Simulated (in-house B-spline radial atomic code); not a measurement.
RPA and G0W0 on Hartree-Fock: the gadolinium ion Gd³⁺

Configuration [Xe] 4f7, highest spin, mean-field start Hartree-Fock. Computed with an all-electron radial atomic-structure program (B-spline basis): all electrons, scalar-relativistic (spin-free one-electron X2C), finite nucleus, each spin shell either full or empty, empty states to l = 9 with an (l + 1/2)⁻⁴ tail; G0W0 by contour deformation at full frequency.

Without the two-electron picture change, the correlation of inner shells comes somewhat too large for so heavy an element.

Command:
```bash
python run_gw.py task.json out
```
Settings (radii: box in bohr, nucleus in fm):
```
Z                        64
electrons                61
configuration            [Xe] 4f7
hamiltonian              x2c
method                   hf
lmax                     9
rms_radius               5.1569
spin_polarised           True
box_radius               14.14
intervals                68
```

Run time, properties included: 6.8 s on 1 thread of Arm Neoverse V2, on a shared host.

Energies (hartree):

```
                                     term         value
                         mean-field total  -11265.52348
Hartree-Fock functional on these orbitals  -11265.52348
                      direct second order       -5.4542
                    second-order exchange        1.4589
                         SOSEX correction        1.3743
```

Q: What is the RPA correlation energy, and what remains with SOSEX?

A: RPA gives -4.8523 hartree (-2.16 eV per electron); RPA + SOSEX gives -3.4779, and the second-order doubles (MP2) -3.9953 hartree. RPA lacks exchange-type terms and so overcorrelates at short range.

Quasi-particle levels (eV):

```
  level  occupied  mean field  Σx - vxc     Σc  QP weight     G0W0
  4f up       yes      -47.73      0.00      ?          ?        ?
5p down       yes      -56.26      0.00  -1.08      0.966   -57.34
  5p up       yes      -59.57      0.00  -0.54      0.962   -60.11
5s down       yes      -83.10      0.00   2.99      0.850   -80.11
  5d up        no     -19.165      0.00  -1.16      0.980  -20.328
```

G0W0 = mean field + (Σx - vxc) + Σc, with Σc (partial-wave tail included) taken at the quasi-particle energy. Only the outer levels were computed.

Q: Where does G0W0 put 4f up?

A: At -45.64 eV, with Σc = 2.09 eV and a quasi-particle weight of 0.946. The tabulated removal energy is 44.44 ± 0.08 eV (NIST, semi-empirical); the calculation leaves out spin-orbit coupling, Breit and QED terms, and what these don't explain is the method's own error.
